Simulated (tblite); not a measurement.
Start geometry of `[CH2]C#C[SiH2]C([SiH3])[SiH3]` [radical] from a force field or distance geometry (Å):
```
atom  x, y, z in Å
C1     4.0336    0.5123    0.2251
C2     2.6725    0.0271    0.5289
C3     1.5738   -0.3764    0.8107
Si4   -0.0866   -0.9758    1.2183
C5    -1.3535   -0.0299    0.3247
Si6   -2.2147   -1.0607   -1.0108
Si7   -0.8185    1.5847   -0.4053
H8     4.7460   -0.3030    0.0388
H9     3.9686    1.2553   -0.5771
H10   -0.2096   -2.4195    0.9663
H11   -0.2961   -0.8077    2.6673
H12   -2.1760    0.1961    1.0624
H13   -2.6055   -2.3389   -0.4433
H14   -3.4687   -0.3326   -1.2998
H15   -1.4581   -1.1174   -2.2475
H16   -2.0714    2.2738   -0.8219
H17   -0.2152    2.4702    0.5935
H18   -0.0294    1.4487   -1.6419
```

What comes out of this run: tblite, GFN2-xTB geometry optimisation, gas phase?

```
atom  x, y, z in Å
C1     3.7425   -0.1567   -0.4884
C2     2.5696   -0.3215    0.1471
C3     1.4962   -0.4739    0.7334
Si4   -0.1354   -0.6619    1.5469
C5    -1.4902   -0.0026    0.3681
Si6   -1.6318   -1.0406   -1.2188
Si7   -1.2928    1.8538    0.0071
H8     4.1492   -0.9356   -1.1090
H9     4.2997    0.7583   -0.3900
H10   -0.3646   -2.0854    1.8363
H11   -0.1377    0.1076    2.7997
H12   -2.4375   -0.1202    0.9050
H13   -1.8725   -2.4464   -0.8730
H14   -2.7612   -0.5665   -2.0265
H15   -0.3993   -0.9423   -2.0019
H16   -2.3997    2.3248   -0.8326
H17   -1.3195    2.6136    1.2627
H18   -0.0235    2.1019   -0.6777
```

The energy falls by 87.9 kJ/mol over 191 L-BFGS steps, the largest force on an atom goes from 5.03 to 0.008 eV/Å, and the atoms move by 0.850 Å rms after alignment. The bond that changes most is C1–C2 (ends: carbon bonded to C and 2 H; carbon bonded to 2 C), which shortens by 0.132 Å. Bonds longer at the end by more than 0.005 Å: 7 of 17; shorter: 7. Among the angles that change most is C2–C1–H9, from 108.6° to 120.9°. Among the dihedrals that turn most is C3–Si4–C5–Si7, from -17° to -63°. Rotational constants go from 2151, 773.3, 663.8 to 1658, 805.6, 761.7 MHz. The orientation of the end geometry is arbitrary; only internal coordinates are fixed.

Time: 4.3 s wall. Hardware: an AMD EPYC with one thread, on a shared host.

Its GFN2-xTB frequencies are all real (lowest 28 cm⁻¹).

One conformer stands for the species.

The numbers are calculated, not measured.
